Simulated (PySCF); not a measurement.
Cl2H2O2Si, SMILES O[Si](O)(Cl)Cl.

Coordinates come from a PBE0-D3(BJ)/def2-SVP optimisation. Other conformers were not sampled.

The numbers are results of TDDFT-PBE/def2-SVPD (PySCF), not measurements.

Vertical excitations. Isolated molecule, no solvent. State labels are in the subgroup C2.

Problem. Give excitation energies, oscillator strengths and character. (The exact figures need the calculation; the answer reports its results.)

Solution. 
```csv
state,symmetry,energy (eV),λ (nm),f,main pairs
S1,B,6.67,186,0.001,HOMO→LUMO 99 %
S2,B,6.83,181,0.010,HOMO−1→LUMO 99 %
S3,A,6.92,179,0.003,HOMO−2→LUMO 99 %
S4,A,7.59,163,0.045,HOMO−3→LUMO 91 %
S5,B,7.60,163,0.036,"HOMO−4→LUMO 74 %, HOMO→LUMO+1 23 %"
S6,A,7.73,160,0.000,"HOMO−5→LUMO 52 %, HOMO→LUMO+2 46 %"
S7,B,7.79,159,0.046,"HOMO→LUMO+1 73 %, HOMO−4→LUMO 23 %"
S8,A,7.86,158,0.031,"HOMO−1→LUMO+2 46 %, HOMO−5→LUMO 27 %, HOMO→LUMO+2 22 %"
S9,A,7.91,157,0.036,"HOMO−1→LUMO+2 52 %, HOMO→LUMO+2 23 %, HOMO−5→LUMO 20 %"
S10,B,7.96,156,0.005,"HOMO−2→LUMO+2 59 %, HOMO−1→LUMO+1 40 %"
T1,B,6.48,191,0,HOMO→LUMO 99 %
T2,B,6.67,186,0,HOMO−1→LUMO 99 %
T3,A,6.76,184,0,HOMO−2→LUMO 99 %
T4,B,7.35,169,0,HOMO−4→LUMO 90 %
```
Triplets are in the Tamm–Dancoff approximation, which puts them higher than full response would, so one can lie above its singlet here.
